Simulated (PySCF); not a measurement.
HN2 (SMILES N#[NH+]), charge +1, singlet, geometry from GFN2-xTB; MP2/6-31G* run with PySCF.

The PySCF input:
```python
from pyscf import gto, scf, mp

mol = gto.Mole()
mol.atom = '''
    N    -0.00000000   -0.00000000   -0.43539476
    N     0.00000000    0.00000000    0.64482984
    H    -0.00000000   -0.00000000   -1.46604558
'''
mol.basis = '6-31g*'
mol.charge = 1
mol.verbose = 4
mol.build()

mf = scf.RHF(mol)
mf.kernel()

pt = mp.MP2(mf, frozen=2)
pt.kernel()
print('E(MP2) = %.10f' % pt.e_tot)
```

Task: Predict the main parts of the log of this PySCF run.

Result: 
```
PySCF version 2.14.0

[INPUT] verbose = 4
[INPUT] num. atoms = 3
[INPUT] num. electrons = 14
[INPUT] charge = 1
[INPUT] spin (= nelec alpha-beta = 2S) = 0
[INPUT] symmetry False subgroup None
[INPUT] Mole.unit = angstrom
[INPUT] Symbol           X                Y                Z      unit          X                Y                Z       unit  Magmom
[INPUT]  1 N      0.000000000000   0.000000000000  -0.435394760000 AA    0.000000000000   0.000000000000  -0.822776852471 Bohr   0.0
[INPUT]  2 N      0.000000000000   0.000000000000   0.644829840000 AA    0.000000000000   0.000000000000   1.218551794547 Bohr   0.0
[INPUT]  3 H      0.000000000000   0.000000000000  -1.466045580000 AA    0.000000000000   0.000000000000  -2.770424632329 Bohr   0.0

nuclear repulsion = 29.3528892622599
number of shells = 14
number of NR pGTOs = 58
number of NR cGTOs = 30
basis = 6-31g*
ecp = {}

******** <class 'pyscf.scf.hf.RHF'> ********
method = RHF
initial guess = minao
damping factor = 0
level_shift factor = 0
DIIS = <class 'pyscf.scf.diis.CDIIS'>
diis_start_cycle = 1
diis_space = 8
diis_damp = 0
SCF conv_tol = 1e-09
SCF conv_tol_grad = None
SCF max_cycles = 50
direct_scf = True
direct_scf_tol = 1e-13
Set gradient conv threshold to 3.16228e-05
Initial guess from minao.
init E= -109.773684100188
  HOMO = -0.489646433803295  LUMO = 0.050989580868192  gap/eV = 14.71146
cycle= 1 E= -109.047273213129  delta_E= 0.726  |g|= 0.558  |ddm|= 1.82
  HOMO = -1.0490727807025  LUMO = -0.265310657607429  gap/eV = 21.32725
cycle= 2 E= -109.115324381169  delta_E= -0.0681  |g|= 0.283  |ddm|= 0.571
  HOMO = -0.99817431575576  LUMO = -0.195109763421146  gap/eV = 21.85250
cycle= 3 E= -109.128416262733  delta_E= -0.0131  |g|= 0.0919  |ddm|= 0.196
  HOMO = -0.983729423852416  LUMO = -0.17626203053406  gap/eV = 21.97231
cycle= 4 E= -109.130246284164  delta_E= -0.00183  |g|= 0.0229  |ddm|= 0.0797
  HOMO = -0.986087837522896  LUMO = -0.177969744764177  gap/eV = 21.99001
cycle= 5 E= -109.130373356062  delta_E= -0.000127  |g|= 0.00278  |ddm|= 0.0229
  HOMO = -0.98588480944244  LUMO = -0.177865845193867  gap/eV = 21.98732
cycle= 6 E= -109.130377316166  delta_E= -3.96e-06  |g|= 0.000837  |ddm|= 0.00766
  HOMO = -0.985866937190758  LUMO = -0.177855502758085  gap/eV = 21.98711
cycle= 7 E= -109.13037750949  delta_E= -1.93e-07  |g|= 0.000128  |ddm|= 0.00203
  HOMO = -0.985869334746947  LUMO = -0.177864597043199  gap/eV = 21.98693
cycle= 8 E= -109.130377512973  delta_E= -3.48e-09  |g|= 8.56e-06  |ddm|= 0.000122
  HOMO = -0.985868998290692  LUMO = -0.177864267160716  gap/eV = 21.98693
cycle= 9 E= -109.130377512994  delta_E= -2.19e-11  |g|= 1.01e-06  |ddm|= 1.38e-05
  HOMO = -0.985869019630491  LUMO = -0.177864241398814  gap/eV = 21.98693
Extra cycle  E= -109.130377512995  delta_E= -3.13e-13  |g|= 3.54e-07  |ddm|= 1.22e-06
converged SCF energy = -109.130377512995

******** <class 'pyscf.mp.mp2.RMP2'> ********
nocc = 5, nmo = 28
frozen orbitals 2
E(RMP2) = -109.434921033598  E_corr = -0.30454352060361
E(SCS-RMP2) = -109.427507478891  E_corr = -0.297129965896576
E_corr(same-spin) = -0.0788333755704882
E_corr(oppo-spin) = -0.225710145033122
E(MP2) = -109.4349210336
```
